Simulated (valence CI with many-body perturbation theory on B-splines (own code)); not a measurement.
## Questions on Nd20+

Calculated by relativistic CI+MBPT: four valence electrons over a frozen Dirac-Fock core [Kr], radial functions for each j: 7 s, 7 p, 8 d, 6 f, 4 g, 1 h, with the one-electron correlation potential Σ1 (screened to all orders), the two-electron term Σ2, the three-electron term Σ3, Breit, model QED; selected single and double excitations, second order for the rest, scaled by the run's own slope (own B-spline code, finite nucleus).

No measured spectrum was set against this ion. As an estimate, terms of the open shell hold to 2 to 4 % of their energy, and close levels can change places. Only levels of the ground parity were solved; by the run's estimate the other parity begins above the list, which can be wrong where configurations are misplaced.

Levels are named by their leading jj configuration (3d3/2^4 stands for four electrons in 3d with j = 3/2), which in mixed levels can hold well under half, so a name can repeat and another be missing.

Rates and lifetimes use the calculated energies. Strong lines usually hold to 10 to 20 %, long lifetimes can be off by a factor of two.

**Question.** What is the ground level?

**Answer.** (4d3/2^4) J=0, composition 49 % 4d⁴ ⁵D + 45 % 4d⁴ ³P + 6 % 4d⁴ ¹S.

**Question.** Name the longest-lived excited levels whose lifetime is computed, and their main decay.

**Answer.** (4d3/2^3 4d5/2) J=4 at 49525 cm⁻¹ lives 36.1 s, mostly by M1 to (4d3/2^3 4d5/2) J=3.

**Question.** What is the ionisation energy?

**Answer.** 603.03 eV; NIST lists 602 ± 4 eV (theoretical).

**Question.** How well does LS coupling describe the low levels?

**Answer.** Among the lowest 20 levels the leading LS term, summed over configurations, holds 57 % on average. For single configurations the figures are 57 % in LS and 78 % in jj coupling. Terms mix most in the J = 4 level at 49525 cm⁻¹, where the leading one holds 33 %.
